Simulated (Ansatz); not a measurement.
Reactions of trisilane (`[SiH3][SiH2][SiH3]`).

Program: Ansatz. Geometries: PBE0-D4/def2-TZVP. ΔE: electronic, gas phase. CCSD(T)/CBS is the MP2 limit (def2-TZVPP, def2-QZVPP) plus CCSD(T) − MP2 in def2-TZVPP, frozen cores. This one scheme is used for every species, atoms too. No spin–orbit coupling; open shells (•) take unrestricted orbitals. Spin–orbit coupling would lower the free atoms: a little for Cl, F. def2 core potentials past Kr. For Sn outer-core shells are correlated without core-valence functions, so the limit isn't a true one: a few kJ/mol of doubt a bond, and 10 to 20 or more in all where bonds break to atoms. Each species was taken in one conformer, which may not be the lowest.

```tsv
reaction	CCSD(T)/CBS(def2) (kcal/mol)
trisilane + F• → `[SiH3][SiH][SiH3]`• + H–F	-51.2
trisilane + `C[SiH2]Cl` → `[SiH3]C[SiH2]Cl` + disilane	?
trisilane + `C=C=C` → `C=C=C[SiH2][SiH3]` + SiH₄	-0.9
trisilane + `[NH2][SnH]([OH])[F]` → `[NH2][SnH]([F])[O][SiH3]` + disilane	-22.8
trisilane + H₂ → disilane + SiH₄	-2.9
trisilane + Cl• → `[SiH3][SiH][SiH3]`• + HCl	-16.5
trisilane + `OCF` → `FCO[SiH2][SiH3]` + SiH₄	?
trisilane + `CC(=N)[SiH3]` → `C/C([SiH3])=N\[SiH3]` + disilane	-3.9
trisilane + H₂O → `O[SiH2][SiH3]` + SiH₄	-15.7
trisilane + `O[SiH2]S` → `O[SiH2]S[SiH2][SiH3]` + SiH₄	?
```

Problem. Fill in the missing values. (Estimate.)

Solution. Computed: trisilane + `C[SiH2]Cl` → `[SiH3]C[SiH2]Cl` + disilane: +1.3 kcal/mol; trisilane + `OCF` → `FCO[SiH2][SiH3]` + SiH₄: -15.7 kcal/mol; trisilane + `O[SiH2]S` → `O[SiH2]S[SiH2][SiH3]` + SiH₄: -12.9 kcal/mol.

Largest T1 diagnostic: 0.015, for `[SiH3][SiH][SiH3]`•.
